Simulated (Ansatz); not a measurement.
Species: N$_{2}$H$_{3}$, charge 0, doublet. N2H3 (SMILES [NH]N, doublet).
B3LYP-D3(BJ)/def2-TZVP minimum from Ansatz (a first-principles code):
```xyz
5

N      0.6538    -0.3634     0.0929
N     -0.5533     0.1962    -0.1212
H      1.3346     0.3959     0.0182
H     -0.7098     1.1795     0.0658
H     -1.3281    -0.4050     0.1141
```
Charge 0, spin multiplicity 2.

Property: atomisation energy (electronic, to ground-state atoms), in kJ/mol. UHF or UKS for unpaired electrons; spin-orbit terms are left out. CBS(X,Y): correlation extrapolated as X^-3, Hartree-Fock from the larger set (Q,5: extrapolated as (X+1)exp(-9√X)). A bracket is a step between two methods taken in the basis named. The functionals are non-relativistic, so their misses hold any scalar relativity. Double hybrids freeze cores in their MP2 part. 'core' is core correlation in cc-pwCVTZ, 'X2C' scalar relativity in cc-pVTZ-DK, both at CCSD(T). For partners of very few electrons the exact lower level stands in for a higher one.

CCSD(T)/CBS(cc-pVQZ,cc-pV5Z) + [CCSDT(Q) - CCSD(T)]/cc-pVDZ + core + X2C (Ansatz) gives 1460.1 kJ/mol.

### Question
What does PBE/def2-TZVPD (Ansatz) give here, and how do the other levels compare?

### Answer
PBE gives 1541.3 kJ/mol, 81.2 kJ/mol above it. Differences of the others: r2SCAN/def2-TZVPD (Ansatz) -3.0; wB97M-V/def2-TZVPD (Ansatz) 18.1; B2PLYP/def2-TZVPD (Ansatz) -7.9; CCSD(T)/CBS(cc-pVQZ,cc-pV5Z) + core + X2C (Ansatz) -2.6 kJ/mol. Nearer than PBE: r2SCAN/def2-TZVPD, wB97M-V/def2-TZVPD, B2PLYP/def2-TZVPD, CCSD(T)/CBS(cc-pVQZ,cc-pV5Z) + core + X2C.
